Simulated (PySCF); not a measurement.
Computed vibrations of Lu(NO2)3

Lu(NO2)3 (singlet in the valence; each metal's 4f electrons, 14 of them, lie in its core potential, out of spins and levels). PySCF 2.14.0, RKS B3LYP, Lu lcecp-1-SVP with ECP60, O def2-SVP, N def2-SVP; non-relativistic Hamiltonian with scalar-relativistic core potentials where named; density fitting; no spin-orbit coupling. Central differences of gradients.

```xyz
10

Lu    0.0000    0.0000    0.0000
O     2.0405    0.1675    1.0352
O     2.0405   -0.1675   -1.0352
N     2.7471    0.0000    0.0000
O    -1.1653    1.6834    1.0352
O    -0.8752    1.8509   -1.0352
N    -1.3735    2.3790    0.0000
O    -0.8752   -1.8509    1.0352
O    -1.1653   -1.6834   -1.0352
N    -1.3735   -2.3790    0.0000
```

Run from Python with OMP_NUM_THREADS=4. Where DIIS fails, smearing, a level shift and second-order steps follow.
It took 2.2 min on 4 threads of Arm Neoverse N1, on a shared host.

**Question.** What are the harmonic wavenumbers and infrared intensities?

**Answer.** Modes are labelled in D3; negative numbers are unstable modes, those under 60 cm⁻¹ near the noise; a finer grid moves soft modes by up to 10 cm⁻¹.
```tsv
cm⁻¹	km/mol	symmetry
57	9.8	a2
58	5.3	e
58	5.3	e
67	0.0	a1
78	0.0	e
78	0.0	e
237	0.0	a2
261	5.2	a2
277	1.3	e
277	1.3	e
280	6.9	e
280	6.9	e
284	0.0	a1
319	61.7	e
319	61.7	e
880	43.3	e
880	43.3	e
892	0.0	a1
1270	14.2	e
1270	14.2	e
1302	973.2	a2
1370	50.0	e
1370	50.0	e
1373	0.0	a1
```

**Question.** Is this a minimum?

**Answer.** Yes, within the noise of the softest modes. Ideal gas at 298.15 K and 1 bar: S = 460.4 J/(mol K), Cp = 157.0 J/(mol K), H − H(0 K) = 33.7 kJ/mol (rigid rotor, harmonic modes, spin degeneracy alone, that of the 4f electrons in the core included; the modes under 60 cm⁻¹ make these uncertain).

An lcecp potential fixes the number of 4f electrons, so in runs with it no electron can move into or out of that shell.
